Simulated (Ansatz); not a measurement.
Geometry optimisation, RKS PBE-D4/def2-mTZVP in Ansatz.

Input file:

```yaml
crystal:
  periodic: [false, false, false]
  atoms:
    - { symbol: Ge, position_ang: [0.271536, 0.048992, -0.158545] }
    - { symbol: F, position_ang: [0.109861, -0.181365, 1.546563] }
    - { symbol: H, position_ang: [1.802145, -0.009019, -0.40254] }
    - { symbol: H, position_ang: [-0.312571, 1.434634, -0.503269] }
    - { symbol: H, position_ang: [-0.451719, -1.117328, -0.864688] }
    - { symbol: S, position_ang: [-3.011251, 0.14555, 0.916245] }
    - { symbol: H, position_ang: [-3.21457, -1.199685, 0.854954] }
    - { symbol: H, position_ang: [-1.984431, 0.00542, 1.834879] }
basis:
  gaussian: { orbitals: def2-mTZVP }
hamiltonian:
  xc: pbe
  dispersion: d4
relax:
  f_tol: 0.03
  max_steps: 50
```

Launched with:

```bash
$ ansatz run input.yaml --threads 2 --pin off --max-ram 3072MiB --backend cpu --events-out ev --progress --plain --runs-dir out
```

Q: Where does it end, and by what steps?

A: The run converged. After 3 steps the energy has fallen by 0.070 eV; S6 moved furthest, 0.22 Å.

| step | energy less start (eV) | largest force component (eV/Å) | accepted |
| --- | --- | --- | --- |
| 0 | 0.0000 | 1.494 | yes |
| 1 | -0.0596 | 0.650 | yes |
| 2 | -0.0691 | 0.178 | yes |
| 3 | -0.0703 | 0.017 | yes |

```xyz
8
Properties=species:S:1:pos:R:3
Ge 0.370 0.057 -0.216
F 0.151 -0.196 1.533
H 1.901 0.000 -0.433
H -0.224 1.444 -0.541
H -0.365 -1.105 -0.919
S -3.199 0.128 1.029
H -3.304 -1.226 0.913
H -2.121 0.024 1.858
```

Whether the end is a true minimum wasn't checked by a vibrational analysis.

The run took 7.1 s on 2 threads of Intel(R) Xeon(R) Platinum 8259CL CPU @ 2.50GHz (Skylake/Cascade Lake), with other jobs on the host, peak memory 0.14 GiB.
